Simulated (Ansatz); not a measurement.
`N=[C](Cl)[Ga]([F])[Cl]`, charge 0, multiplicity 1.

Q: Give a relaxed structure at PBE0-D4/def2-TZVP (the Gaussian-basis code of Ansatz). (An estimate is asked.)

A: The calculation gave: 
Z-matrix (Å, degrees):
```
C
Cl 1 1.764
Ga 1 1.970 2 116.1
N 1 1.248 2 124.4 3 180.0
F 3 1.740 1 119.6 2 1.2
Cl 3 2.111 1 124.5 2 -178.8
H 4 1.022 1 114.3 2 -0.0
```
Point group Cs.
